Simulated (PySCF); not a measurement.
# Sr⁺ (strontium, charge +1) across methods

[Kr] 5s1, 2S determinant. All numbers are calculated (PySCF 2.14, scalar relativity by spin-free X2C-1e, in x2c-TZVPPall (8s6p6d2f1g, 79 functions)). The B2PLYP total includes its PT2 part (frozen core); its orbital energies are those of the SCF part.

| method | E (hartree) | mean ε 4p α (eV) | mean ε 4p β (eV) | mean ε 5s α (eV) | Σ⟨r²⟩ (bohr²) | ⟨S²⟩ |
| --- | --- | --- | --- | --- | --- | --- |
| LDA | -3174.87 | -29.332 | -29.211 | -8.897 | 43.40 | 0.750 |
| BHandHLYP | -3179.04 | -32.888 | -32.796 | -9.724 | 43.93 | 0.750 |
| PBE0 | -3178.73 | -31.198 | -31.061 | -9.245 | 43.86 | 0.750 |
| B3LYP | -3179.08 | -30.723 | -30.628 | -9.216 | 43.66 | 0.750 |
| B2PLYP | -3178.55 | -32.876 | -32.772 | -9.709 | 44.13 | 0.750 |
| UHF | -3177.14513 | -35.886 | -35.769 | -10.479 | 45.07 | 0.750 |
| PBE | -3178.65 | -29.233 | -29.087 | -8.695 | 43.73 | 0.750 |
| BLYP | -3179.13 | -28.970 | -28.877 | -8.638 | 43.59 | 0.750 |

Task: Estimate the same row for r2SCAN.

Result: E (hartree) = -3179.02; mean ε 4p α (eV) = -29.891; mean ε 4p β (eV) = -29.792; mean ε 5s α (eV) = -8.760; Σ⟨r²⟩ (bohr²) = 43.91; ⟨S²⟩ = 0.750.
